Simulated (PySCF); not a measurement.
# Computed structure and properties of [Nd(H2O)5]3+

System: [Nd(H2O)5]3+ (singlet in the valence; each metal's 4f electrons, 3 of them, lie in its core potential, out of spins and levels); start: displaced along the imaginary mode (C2). Method: PySCF 2.14.0, RKS BP86, Nd lcecp-1-SVP with ECP49, O def2-SVP, H def2-SVP; non-relativistic Hamiltonian with scalar-relativistic core potentials where named; density fitting; no spin-orbit coupling.

Input of the relaxation:

```python
mol = gto.M(atom='''
Nd     0.03261    -0.00000     0.00000
O     -0.41088     0.00462     2.37414
H     -0.56018     0.77857     2.97442
H     -0.46743    -0.77377     2.98473
O     -0.41088    -0.00459    -2.37414
H     -0.56024    -0.77852    -2.97442
H     -0.46737     0.77381    -2.98473
O      2.41822    -0.00010     0.00000
H      3.03591    -0.77642    -0.25000
H      3.03597     0.77618     0.25000
O     -0.92109     2.20308     0.00076
H     -0.46823     3.08527    -0.00169
H     -1.88412     2.44031    -0.00804
O     -0.92126    -2.20301    -0.00076
H     -1.88431    -2.44016     0.00804
H     -0.46848    -3.08523     0.00169''',
    basis={'Nd': 'lcecp-1-SVP', 'O': 'def2-SVP', 'H': 'def2-SVP'},
    ecp={'Nd': 'lcecp-1-SVP'},
    charge=3, spin=0)
mf = dft.RKS(mol, xc='B88,P86')
mf.grids.atom_grid = (50, 194)  # f atoms: unpruned, at least (60, 302)
mf = mf.density_fit()  # fitting sets: Nd AutoAux, O def2-universal-JKFIT, H def2-universal-JKFIT
mf.conv_tol = 1e-08; mf.max_cycle = 55
mf.kernel(dm0)  # dm0: converged density of the start geometry
# quasi-Newton relaxation in Cartesian coordinates to a largest gradient under 0.00045 Eh/bohr, steps kept in the point group
```

Run from Python with OMP_NUM_THREADS=4; the lines above give its settings. Where DIIS fails, smearing, a level shift and second-order steps follow.
It took 8.6 min on 4 threads of Arm Neoverse V1 (shared host), from the converged density of the start.

Course of the relaxation:

```json
{"step": "0", "energy above end (eV)": "0.1126", "largest force component within the symmetry (eV/Å)": "1.128"}
{"step": "1", "energy above end (eV)": "0.0639", "largest force component within the symmetry (eV/Å)": "0.102"}
{"step": "2", "energy above end (eV)": "0.0614", "largest force component within the symmetry (eV/Å)": "0.046"}
{"step": "3", "energy above end (eV)": "0.0589", "largest force component within the symmetry (eV/Å)": "0.280"}
{"step": "4", "energy above end (eV)": "0.0569", "largest force component within the symmetry (eV/Å)": "0.240"}
{"step": "5", "energy above end (eV)": "0.0488", "largest force component within the symmetry (eV/Å)": "0.283"}
{"step": "6", "energy above end (eV)": "0.0379", "largest force component within the symmetry (eV/Å)": "0.122"}
{"step": "7", "energy above end (eV)": "0.0325", "largest force component within the symmetry (eV/Å)": "0.152"}
{"step": "44", "energy above end (eV)": "0.0008", "largest force component within the symmetry (eV/Å)": "0.023"}
{"step": "45", "energy above end (eV)": "0.0005", "largest force component within the symmetry (eV/Å)": "0.028"}
{"step": "46", "energy above end (eV)": "0.0002", "largest force component within the symmetry (eV/Å)": "0.024"}
{"step": "47", "energy above end (eV)": "0.0002", "largest force component within the symmetry (eV/Å)": "0.044"}
{"step": "48", "energy above end (eV)": "0.0000", "largest force component within the symmetry (eV/Å)": "0.015"}
{"step": "49", "energy above end (eV)": "0.0000", "largest force component within the symmetry (eV/Å)": "0.018"}
```
(The steps between are left out.)

Relaxed geometry (C2, nearly C2v):

```xyz
16

Nd   -0.0219    0.0000    0.0000
O    -0.3970    0.0434    2.3863
H    -0.5049    0.8317    2.9754
H    -0.5056   -0.7209    3.0068
O    -0.3970   -0.0433   -2.3863
H    -0.5050   -0.8316   -2.9754
H    -0.5056    0.7209   -3.0068
O     2.3544   -0.0001    0.0000
H     2.9682    0.0091   -0.7790
H     2.9682   -0.0093    0.7790
O    -0.9081    2.2332   -0.0417
H    -0.4111    3.0910   -0.0564
H    -1.8582    2.5174   -0.0516
O    -0.9083   -2.2331    0.0417
H    -1.8584   -2.5173    0.0516
H    -0.4113   -3.0910    0.0564
```

```json
{"contact": "Nd1–O2 (H2O)", "Å": "2.416"}
{"contact": "Nd1–O5 (H2O)", "Å": "2.416"}
{"contact": "Nd1–O8 (H2O)", "Å": "2.376"}
{"contact": "Nd1–O11 (H2O)", "Å": "2.403"}
{"contact": "Nd1–O14 (H2O)", "Å": "2.403"}
```

On the finer grid (75, 302):

The HOMO is -21.15 eV. The LUMO is -15.08 eV, the dipole about the centre of mass is 0.10 D and the set of Mulliken populations of Nd1 outside the core potential is s 2.19, p 6.29, d 1.04, f 0.06. The D3(BJ) dispersion energy (not in the energies) is -0.484 eV.

| atom | Mulliken (e) | Löwdin (e) | spin (e) |
| --- | --- | --- | --- |
| Nd1 | 1.42 | 1.01 | 0.00 |
| O2 | -0.28 | 0.01 | 0.00 |
| H3 | 0.30 | 0.19 | 0.00 |
| H4 | 0.30 | 0.19 | 0.00 |
| O5 | -0.28 | 0.01 | 0.00 |
| H6 | 0.30 | 0.19 | 0.00 |
| H7 | 0.30 | 0.19 | 0.00 |
| O8 | -0.29 | 0.03 | 0.00 |
| H9 | 0.31 | 0.19 | 0.00 |
| H10 | 0.31 | 0.19 | 0.00 |
| O11 | -0.29 | 0.01 | 0.00 |
| H12 | 0.30 | 0.19 | 0.00 |
| H13 | 0.30 | 0.19 | 0.00 |
| O14 | -0.29 | 0.01 | 0.00 |
| H15 | 0.30 | 0.19 | 0.00 |
| H16 | 0.30 | 0.19 | 0.00 |

The 4f levels lie in the core potential and are missing. Their spin isn't counted.

On the grid (50, 194), as all that follows. Harmonic modes: a minimum within the noise of the softest modes; lowest 32 cm⁻¹ (negative: unstable), highest 3588 cm⁻¹, zero-point energy 3.248 eV.

Taking off one H2O (charge 0, singlet; the rest: singlet) in vacuum, both parts rigid, costs 2.73 eV; the small basis without counterpoise inflates it. Parting with an electron moved from the ligand to the metal can be far cheaper, even downhill.

Rigid scan of H2O along the line from its metal:

```json
{"distance to O2 (Å)": "2.12", "energy (eV)": "0.480"}
{"distance to O2 (Å)": "2.22", "energy (eV)": "0.182"}
{"distance to O2 (Å)": "2.32", "energy (eV)": "0.039"}
{"distance to O2 (Å)": "2.42", "energy (eV)": "0.000"}
{"distance to O2 (Å)": "2.52", "energy (eV)": "0.030"}
{"distance to O2 (Å)": "2.62", "energy (eV)": "0.103"}
{"distance to O2 (Å)": "2.82", "energy (eV)": "0.319"}
```

One start shape was tried, so this needn't be the lowest isomer.

An lcecp potential fixes the number of 4f electrons, so in runs with it no electron can move into or out of that shell.
